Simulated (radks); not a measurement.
Numerical settings for neutral promethium, [Xe] 4f5 6s2. All-electron calculation, scalar-relativistic Kohn-Sham, PBE, spin-polarised, spherical densities, finite nucleus; open shells are filled with parallel spins first (spin-orbit coupling, left out, can overturn this in heavy ions); Fermi nuclear charge, rms radius 4.962 fm. Program: a radial shooting solver on a logarithmic mesh with Libxc functionals. The defaults (mesh step 0.008 in ln r, mesh end at 40 bohr or more with all orbitals vanishing there, Anderson mixing 0.5 over 9 steps, residual threshold near 1e-9 with the energy settled to 1e-9 hartree or 1e-11 of itself, here a cap of 57 iterations) give E = -10020.1236 hartree and 4f at -3.158 eV in 16 iterations. Run on one thread of a shared host, so times are rough (Arm Neoverse N1): 0.35 s of CPU time, 0.35 s wall, 16 iterations on 2440 mesh points. Changes against that run (0 stands for a change within the tolerance of the run):

| setting | iterations | converged | E (mhartree) | e(4f) (meV) | CPU (s) |
|---|---|---|---|---|---|
| mesh step in ln r 0.03 | 15 | yes | +0.0051 | 0 | 0.11 |
| mesh step in ln r 0.12 | 4 | no | diverged | - | 0.02 |
| mesh step in ln r 0.003 | 22 | yes | 0 | 0 | 1.1 |
| mesh end (bohr) 8 | 15 | yes | +23.5 | +818 | 0.31 |
| mesh end (bohr) 5 | 15 | level above zero | +363 | +4.59e+03 | 0.26 |
| residual threshold 1e-16 | 57 | no | 0 | 0 | 0.66 |
| residual threshold 1e-05 | 9 | yes | 0 | +1.14 | 0.24 |
| mixing 2.5 | 30 | yes | 0 | 0 | 0.61 |
| linear mixing, mixing 0.2 | 57 | no | 0 | +0.00922 | 0.99 |
| linear mixing, mixing 1 | 26 | no | diverged | - | 1.4 |
| mixing history 3 | 20 | yes | 0 | 0 | 0.4 |
| iteration cap 3 | 3 | no | +41.1 | +1.79e+03 | 0.09 |

Settled on a wrong energy, with an occupied level pushed above zero by the early mesh end: mesh end (bohr) 5 (+0.363 hartree). Apart from these: settings that end as converged yet miss the energy by more than 1 mhartree: mesh end (bohr) 8 (+0.0235 hartree). A mesh that ends early acts as a hard wall.
